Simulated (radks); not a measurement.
Species: Ru+. Configuration: [Ar] 3d10 4s2 4p5.75 4d7 5p0.25 (fractional occupations, a model configuration).

Calculated with a radial shooting solver on a logarithmic mesh with Libxc functionals: Dirac Kohn-Sham, LDA (Slater exchange, Perdew-Wang correlation), spin-unpolarised, spherical densities, finite nucleus; open shells are shared between the two j in proportion to 2j + 1; Fermi nuclear charge, rms radius 4.4809 fm.

Energy parts (Ry):
total: -9052.53222
kinetic: 9417.17621
electron-nucleus: -21879.52117
Hartree: 3667.49569
exchange-correlation: -257.68295

Orbitals (lengths in bohr, moments of r in powers of bohr; r(90%) holds 90 % of the orbital's charge):
orbital,occ.,eigenvalue (Ry),r(90%),small-component weight
1s1/2,2,-1610.057,0.0600,2.58e-02
2s1/2,2,-232.0895,0.225,5.33e-03
2p1/2,2,-214.6570,0.202,5.35e-03
2p3/2,4,-205.0492,0.209,5.16e-03
3s1/2,2,-41.40040,0.595,1.45e-03
3p1/2,2,-34.62924,0.599,1.40e-03
3p3/2,4,-32.99808,0.614,1.35e-03
3d3/2,4,-20.96139,0.609,1.24e-03
3d5/2,6,-20.64326,0.614,1.22e-03
4s1/2,2,-6.28483,1.48,3.52e-04
4p1/2,1.91667,-4.25815,1.64,3.00e-04
4p3/2,3.83333,-4.00440,1.69,2.86e-04
4d3/2,2.8,-1.04603,2.57,1.55e-04
4d5/2,4.2,-1.02046,2.61,1.51e-04
4f5/2,0,-0.07354,20.6,1.63e-06
4f7/2,0,-0.07354,20.6,1.63e-06
5s1/2,0,-0.83986,4.39,4.48e-05
5p1/2,0.0833333,-0.51063,5.59,2.80e-05
5p3/2,0.166667,-0.49292,5.73,2.67e-05

The highest occupied level is 5p3/2 at -6.706 eV. The configuration is held as typed, so some empty levels lie below it. The density falls to 0.001 e/bohr^3 at r = 3.96 bohr. The electron density at the nucleus is 1.096e+05 e/bohr^3.
